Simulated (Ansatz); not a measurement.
Computed with Ansatz on PBE0-D4/def2-TZVP structures; ΔE is electronic, products minus reactants. CBS: MP2 limit from def2 TZ/QZ plus the TZ coupled-cluster correction, frozen cores. This one scheme is used for every species. Functionals use def2-TZVPP. Each species was taken in one conformer, which may not be the lowest.

Reaction (formal exchange of groups at the Si–Cl bond): `N[Si](N)([SiH3])Cl` + `[AlH3]` → `N[Si](N)([AlH2])[SiH3]` + HCl

`N[Si](N)([SiH3])Cl`:

Cartesian coordinates in Å:
```
N -0.961 -1.271 0.844
Si 0.213 -0.091 0.497
N -0.216 1.302 1.385
Si 0.403 0.073 -1.831
Cl 2.145 -0.503 1.161
H -1.234 -1.441 1.800
H -1.042 -2.101 0.279
H 0.482 1.979 1.642
H -1.128 1.715 1.272
H -0.850 0.618 -2.426
H 0.661 -1.262 -2.440
H 1.527 0.982 -2.183
```

`[AlH3]`:

Z-matrix (Å, degrees):
```
Al
H 1 1.586
H 1 1.586 2 120.0
H 1 1.586 2 120.0 3 -179.9
```

`N[Si](N)([AlH2])[SiH3]`:

Cartesian coordinates in Å:
```
N 0.245 1.855 -0.597
Si -0.252 0.275 -0.092
N -1.773 -0.037 -0.845
Al -0.600 -0.134 2.324
Si 1.504 -1.119 -0.836
H -0.312 2.661 -0.359
H 1.224 2.087 -0.633
H -2.464 -0.610 -0.391
H -1.869 -0.052 -1.848
H -1.915 -0.854 2.876
H 0.504 0.291 3.392
H 1.513 -1.274 -2.321
H 1.351 -2.480 -0.244
H 2.845 -0.609 -0.425
```

HCl:

```xyz
2

Cl   -0.568    0.258   -0.140
H     0.568   -0.258    0.140
```

CCSD(T)/CBS gives +131.7 kJ/mol.

(1) Another level gave +153.0 kJ/mol. Which?
A. ωB97X-V/def2-TZVPP
B. HF/def2-TZVPP
C. CCSD(T)/def2-TZVPP
D. ωB97M-V/def2-TZVPP

Largest T1 diagnostic among the species: 0.013.

Answers

(1) B. HF/def2-TZVPP 153.0, ωB97X-V 135.3, ωB97M-V 141.3, CCSD(T)/def2-TZVPP 128.9 kJ/mol.

From PBE to PBE0 (25 % exact exchange), in def2-TZVPP and without D4, ΔE moves by +8.4 kJ/mol. In def2-TZVPP, CCSD(T) changes the Hartree–Fock value by −24.1 kJ/mol (the triples alone add −2.5 kJ/mol) and MP2 by −12.1 kJ/mol.
